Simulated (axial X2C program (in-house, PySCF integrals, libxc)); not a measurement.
## ZrBr at several levels of theory

Calculated with an axial X2C code built on PySCF integrals. Spin-free means the one-electron spin-free X2C Hamiltonian; two-component (2c) means X2C with spin–orbit coupling and atomic mean-field two-electron Coulomb and Gaunt terms, so the difference of the two also holds small scalar two-electron terms. Basis: Zr dyall-cv3z [11s12p9d6f3g], Br dyall-cv3z [8s9p6d4f1g] (cores contracted in-house); Gaussian nuclei, density fitting, unrestricted open shells. Masses: Zr 89.905 u, Br 78.918 u.

Input file and command:
```json
{"zs": [40, 35], "q": 0, "bas": ["dyall-cv3z", "dyall-cv3z"], "levels": ["PBE0", "HF", "PW91"], "cc": true, "r0": 2.68, "thr": -1.0, "nmax": 90, "npts": 10, "nst": 2, "ntry": 6}
```
```bash
python so2c.py task.json out
```

Keys: zs atomic numbers; q charge; bas basis sets; levels methods; cc coupled cluster on or off; r0 starting distance in Å; thr threshold in hartree for freezing inner shells (an s shell follows its p shell); nmax most natural virtual spinors; npts points on the curve; nst determinants followed; ntry starts of the search. HF also brings MP2.

State, spin-free: M_S = 3/2, Λ = 0 (beyond evenly filled blocks: σα, δ+α, δ-α); electrons by block: σα: 17, σβ: 16, π+α: 8, π+β: 8, π-α: 8, π-β: 8, δ+α: 3, δ+β: 2, δ-α: 3, δ-β: 2. Fragments: Zr + Br.

State, 2c: Ω = 3/2 (⟨Sz⟩ = 1.50, ⟨Lz⟩ = 0.00 at PBE0); electrons by block: 1/2: 25, -1/2: 24, 3/2: 10, -3/2: 11, 5/2: 3, -5/2: 2. Fragments: Zr + Br.

| Hamiltonian | level | Re (Å) | ωe (cm⁻¹) | ωexe (cm⁻¹) | Be (cm⁻¹) | αe (cm⁻¹) | De (eV) | k (mdyn/Å) | μ (D) |
| --- | --- | --- | --- | --- | --- | --- | --- | --- | --- |
| spin-free | PBE0 | 2.477 | 275.9 | 0.635 | 0.06538 | 0.000212 | 4.45 | 1.88 | -4.09 |
| spin-free | HF | 2.573 | 253.9 | 0.559 | 0.06061 | 0.000191 | n/a | 1.6 | -4.97 |
| spin-free | MP2 | 2.516 | 267.9 | 0.584 | 0.06338 | 0.000199 | 4.02 | 1.78 | n/a |
| spin-free | CCSD | 2.527 | 265.4 | 0.576 | 0.06281 | 0.000197 | 3.76 | 1.74 | n/a |
| spin-free | CCSD(T) | 2.523 | 266.7 | 0.577 | 0.06302 | 0.000197 | 3.83 | 1.76 | n/a |
| spin-free | PW91 | 2.473 | 275.0 | 0.654 | 0.0656 | 0.000217 | 4.60 | 1.87 | -3.47 |
| 2c | PBE0 | 2.478 | 275.6 | 0.636 | 0.06534 | 0.000212 | n/a | 1.88 | -4.09 |
| 2c | HF | 2.573 | 253.6 | 0.558 | 0.06057 | 0.000191 | n/a | 1.59 | -4.98 |
| 2c | MP2 | 2.516 | 267.5 | 0.583 | 0.06335 | 0.000199 | n/a | 1.77 | n/a |
| 2c | CCSD | 2.528 | 265.2 | 0.575 | 0.06277 | 0.000197 | n/a | 1.74 | n/a |
| 2c | CCSD(T) | 2.524 | 266.4 | 0.576 | 0.06298 | 0.000197 | n/a | 1.76 | n/a |
| 2c | PW91 | 2.474 | 274.6 | 0.655 | 0.06556 | 0.000217 | n/a | 1.87 | -3.47 |

Correlated methods: 11 electrons correlated (number of frozen shells: Zr 4 s, 3 p, 1 d; Br 3 s, 2 p, 1 d), 323 virtual spin orbitals or spinors in MP2, 90 natural virtuals in coupled cluster.

Dipoles are positive if Br is the positive end.

The state is one determinant whose occupation by symmetry is held fixed; it was picked as the lowest of a PBE0 search that is not exhaustive. Dissociation energies refer to the lowest single-determinant-based atoms at the same level and basis. De is not given where an atomic determinant may have missed its ground term or J level, or where the truncated virtual space spoils (T). Density functionals use the spin component along the axis (collinear). CCSD and (T) use frozen natural virtuals with an MP2 correction for the truncation; (T) itself is uncorrected, so its De runs slightly low. Other states lie close and PBE0, whose exact exchange favours high spin, may order them wrongly; the determinant shown need not be the ground state. The nearest other spin-free determinant of the search, M_S = 3/2, Λ = 3, lies 0.14 eV up at the distance of the search. The functionals have no current-density term, which raises determinants with orbital currents, atoms included. With several unpaired electrons one determinant need not be a pure state. The outer-core s and p shells of the metal are frozen in the correlated rows, which leaves out core–valence correlation; for alkali and alkaline-earth bonds that tends to lengthen them. This is the top spin component of a Σ state; components of lower Ω are not single determinants and can lie lower. With the outer-core shells frozen, correlated bond lengths of heavy atoms tend to come out a few hundredths of an ångström too long.

Rough cost a point (2c) on 1 thread(s) of a shared host, integrals apart: PBE0 1.3 s, HF 1.6 s, CCSD(T) 7 s, PW91 0.5 s.

The whole task took 4.7 min on 1 thread of Arm Neoverse V1, on a shared host.
